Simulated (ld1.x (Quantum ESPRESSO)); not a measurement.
**Au (Z = 79), TM semilocal: configuration errors across variants**

```
Element                 : gold (Au)
Generator               : ld1.x (Quantum ESPRESSO) 7.5
Type                    : norm-conserving Troullier–Martins (semilocal form)
Functional              : LDA (PZ)
Relativity              : scalar-relativistic
Frozen core             : [Kr] 4d10 4f14 5s2
Valence charge          : 17
Reference configuration : 5p6 5d10 6s0.5 6p0 (charge +0.5)
Partial waves           : 6s (bound): rc 1.80 bohr; 5p (bound): rc 1.20 bohr; 5f channel at 0.05 Ry: rc 1.60 bohr; 5d (bound): rc 1.40 bohr
Local potential         : the d channel
Core correction         : a·sin(br)/r model core, default radius (core density twice the valence density)
```

All-electron excitation energies from the reference (eV): (1) 5p6 5d10 6s1 6p0 -3.947; (2) 5p6 5d10 6s0 6p0 5.827; (3) 5p6 5d9 6s0 6p0 27.328; (4) 5p5 5d10 6s1 6p0 62.453; (5) 5p6 5d9 6s1 6p0 8.427; (6) 5p6 5d10 6s0 6p1 1.451; (7) 5p6 5d9 6s2 6p0 -2.346; (8) 5p6 5d10 6s0.5 6p0 spin -0.038; (9) 5p6 5d10 6s1 6p0 spin -4.081.

Spin tests fill each open shell by Hund’s rule, majority spin first.

A semilocal file is local in each channel, so a ghost entry of none says nothing of the separable form that plane-wave codes build from it.

3 further variants failed, have other tests or another functional or relativity, and are left out.

A true bound ghost makes a file unfit for plane-wave use even where its test errors are small: the radial tests pick states by their node count and pass the ghost by.

Errors AE − PS in meV (a dash: test not solved or not reliable):

| change | (1) | (2) | (3) | (4) | (5) | (6) | (7) | (8) | (9) | bound ghosts |
| --- | --- | --- | --- | --- | --- | --- | --- | --- | --- | --- |
| base | +0.5 | -3.6 | -3.9 | -115 | +0.9 | +25 | -12 | -0.1 | +0.7 | none |
| wave 5p (bound): rc 1.20 bohr becomes 5p (bound): rc 1.36 bohr | +0.6 | -3.5 | -3.9 | -127 | +1.2 | +56 | -12 | -0.1 | +0.7 | none |
| wave 5f channel at 0.05 Ry: rc 1.60 bohr becomes 5f channel at 3.42 Ry: rc 1.60 bohr | +0.5 | -3.6 | -3.9 | -115 | +0.9 | +25 | -12 | -0.1 | +0.7 | none |
| all radii but the core radius scaled by about 1.35 (s 2.42, p 1.62, d 1.88, f 2.16 bohr) | -0.2 | -4.6 | -1.9 | -191 | -6.1 | +157 | -28 | 0.0 | +0.3 | none |

Task: Give the same row for: wave 6s (bound): rc 1.80 bohr becomes 6s (bound): rc 1.50 bohr.

Result: +1.3, -5.3, -8.3, +104, +23, +23, -27, +0.4, +3.8; bound ghosts: s.
